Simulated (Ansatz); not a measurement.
Consider the atomization: `c1ccc(C2CC2)cc1` → 9 C• + 10 H•.

Isolated molecules relaxed with PBE0-D4/def2-TZVP in Ansatz; ΔE leaves out vibrations. CCSD(T)/CBS is the MP2 limit (def2-TZVPP, def2-QZVPP) plus CCSD(T) − MP2 in def2-TZVPP, frozen cores. This one scheme is used for every species, atoms too. For atomizations the MP2-based limit and the directly extrapolated one differ by several kJ/mol either way, and by 10 to 25 for some Ge, Se and Sn compounds, so smaller differences from it don't rank the levels. DFT in def2-TZVPP. B3LYP here is the variant with VWN-RPA as its local correlation; programs differ in this. HSE06 is defined as in plane-wave codes. No spin–orbit coupling; open shells (•) take unrestricted orbitals. Spin–orbit coupling would lower the free atoms: a little for C. Each species was taken in one conformer, which may not be the lowest.

| level | ΔE (kcal/mol) | difference from CCSD(T)/CBS |
| --- | --- | --- |
| LDA (SPW92) | 2423.2 | 326.4 |
| PBE-D4 | 2175.3 | 78.5 |
| revPBE-D4 | 2123.8 | 27.0 |
| BLYP-D4 | 2102.9 | 6.1 |
| B97M-V | 2114.1 | 17.3 |
| PBE0-D4 | 2139.8 | 43.0 |
| B3LYP-D4 | 2106.6 | 9.8 |
| r2SCANh-D4 | 2107.9 | 11.1 |
| r2SCAN0-D4 | 2092.3 | -4.5 |
| HSE06-D4 | 2141.3 | 44.5 |
| BHLYP-D4 | 2047.0 | -49.8 |
| CAM-B3LYP-D4 | 2112.4 | 15.6 |
| ωB97X-V | 2105.0 | 8.2 |
| ωB97M-V | 2109.6 | 12.8 |
| B2PLYP | 2087.5 | -9.3 |
| PBE-QIDH | 2117.2 | 20.4 |
| PBE | 2163.2 | 66.4 |
| revPBE | 2084.0 | -12.8 |
| BLYP | 2076.1 | -20.7 |
| r2SCAN | 2115.6 | 18.8 |
| PBE0 | 2129.6 | 32.8 |
| B3LYP | 2087.3 | -9.5 |
| r2SCANh | 2104.5 | 7.7 |
| r2SCAN0 | 2088.6 | -8.2 |
| HSE06 | 2131.8 | 35.0 |
| BHLYP | 2033.3 | -63.5 |
| CAM-B3LYP | 2102.1 | 5.3 |
| LC-ωPBE | 2112.1 | 15.3 |
| HF/def2-SVP | 1604.2 | -492.6 |
| MP2/def2-SVP | 2070.5 | -26.3 |
| CCSD/def2-SVP | 2002.6 | -94.2 |
| CCSD(T)/def2-SVP | 2029.7 | -67.1 |
| HF/def2-TZVPP | 1568.4 | -528.4 |
| SCS-MP2/def2-TZVPP | 2076.0 | -20.8 |
| CCSD/def2-TZVPP | 2014.3 | -82.5 |
| CCSD(T)/def2-TZVPP | 2050.6 | -46.2 |
| HF/def2-QZVPP | 1570.0 | -526.8 |
| HF/CBS(def2) | 1570.2 | -526.6 |
| MP2/CBS(def2) | 2150.0 | 53.2 |
| CCSD/CBS(def2) | 2060.4 | -36.4 |
| CCSD(T)/CBS | 2096.8 | 0 |

Largest T1 diagnostic among the species: 0.010.

Leaving LDA and LC-ωPBE aside and taking each functional with its dispersion term where it has one, the values spread over 128.3 kcal/mol, from BHLYP-D4 to PBE-D4. LDA lies +260.0 kcal/mol from PBE without D4, its usual overbinding. From BLYP to BHLYP (50 % exact exchange), in def2-TZVPP and without D4, ΔE moves by −42.8 kcal/mol: exact exchange takes away binding that semilocal exchange gives to molecules.
